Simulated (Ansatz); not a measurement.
Computed with Ansatz on PBE0-D4/def2-TZVP structures; ΔE is electronic, products minus reactants. CBS: MP2 limit from def2 TZ/QZ plus the TZ coupled-cluster correction, frozen cores. DFT in def2-TZVPP. B3LYP here is the variant with VWN-RPA as its local correlation; programs differ in this. For Br outer-core shells are correlated without core-valence functions, which leaves a few kJ/mol of doubt a bond. Scalar relativity is left out up to krypton. Each species was taken in one conformer, which may not be the lowest.

Reaction (ligand exchange at a B–C bond): `BC1(B)C[SiH2]1` + `C[SiH](O)Br` → `BO[SiH](C)Br` + `BC1C[SiH2]1`

```
             level  ΔE (kJ/mol)
          B3LYP-D4        -96.9
           ωB97X-V        -91.6
              PBE0        -90.5
     HF/def2-TZVPP        -98.9
CCSD(T)/def2-TZVPP        -91.1
     HF/def2-QZVPP        -99.5
SCS-MP2/def2-QZVPP        -90.0
      HF/CBS(def2)        -99.6
```

Question: What does CCSD(T)/CBS give? (An estimate is asked.)

Answer: Computed: -89.2 kJ/mol. The listed levels differ from it by -7.7, -2.4, -1.3, -9.7, -1.9, -10.3, -0.8, -10.4 kJ/mol.

Largest T1 diagnostic among the species: 0.012.

In def2-TZVPP, CCSD(T) changes the Hartree–Fock value by +7.8 kJ/mol (the triples alone add +1.0 kJ/mol) and MP2 by +11.9 kJ/mol.
